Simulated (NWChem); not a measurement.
System: BH3Se; SMILES [SeH]B

```xyz
5

B      0.0022     1.5416     0.0000
H     -1.0747     2.0982     0.0000
H      1.0566     2.1353     0.0000
Se    -0.0679    -0.3650     0.0000
H      1.3977    -0.6186     0.0000
```
Atoms are numbered in this order, from 1.

Level: PBE-D3(BJ)/def2-SVP (NWChem), optimised geometry, unscaled harmonic frequencies. This build's default masses of Se (78.918 u) and Br (79.917 u) are each other's, which moves their modes by up to 0.6 %.

Question: List the harmonic frequencies with IR intensities, and the thermochemistry.

Answer: 
```csv
frequency (cm⁻¹),IR intensity (km/mol)
581,3.6
602,2.1
692,10.5
846,2.8
869,4.3
1118,37.7
2345,13.4
2537,68.6
2657,67.4
```

```
Quantity                                                                           Result
-----------------------------------------------------------------------  ----------------
zero-point energy                                                           17.5 kcal/mol
thermal correction to the enthalpy at 298.15 K (with zero-point energy)     20.2 kcal/mol
heat capacity Cv                                                         10.3 cal/(mol K)
entropy at 298.15 K and 1 atm (symmetry number 1)                        61.9 cal/(mol K)
dipole moment                                                                      0.86 D
```

Rigid rotor and harmonic oscillator.
